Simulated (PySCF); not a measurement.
B(OH)2(SeH), SMILES OB(O)[SeH] (H3BO2Se), PBE0/def2-SVP optimised geometry.

```
7

B     -0.23     0.25     0.00
O     -0.94    -0.91     0.00
H     -0.41    -1.71     0.00
O     -0.88     1.44     0.00
H     -1.84     1.31     0.00
Se     1.74     0.25     0.00
H      1.84     1.71     0.00
```

Density from PBE0/def2-TZVP (PySCF) at that geometry.

Minimum of the electron density along straight lines between bonded atoms, close to the bond critical point (lines longer than 1.1 times the sum of covalent radii, or with two minima, are not listed):

```csv
bond,length / Å,ρ at the minimum / e bohr⁻³,∇²ρ there / e bohr⁻⁵,position (fraction from the first atom)
B1–O2,1.361,0.211,0.95,0.33
O2–H3,0.961,0.359,-2.48,0.81
B1–O4,1.353,0.217,0.93,0.33
O4–H5,0.965,0.355,-2.42,0.81
B1–Se6,1.971,…,…,0.37
Se6–H7,1.467,…,-0.33,0.63
```

**Question.** What belongs in the gaps?

**Answer.** 
- B1–Se6, ρ at the minimum / e bohr⁻³: 0.135
- B1–Se6, ∇²ρ there / e bohr⁻⁵: -0.28
- Se6–H7, ρ at the minimum / e bohr⁻³: 0.176
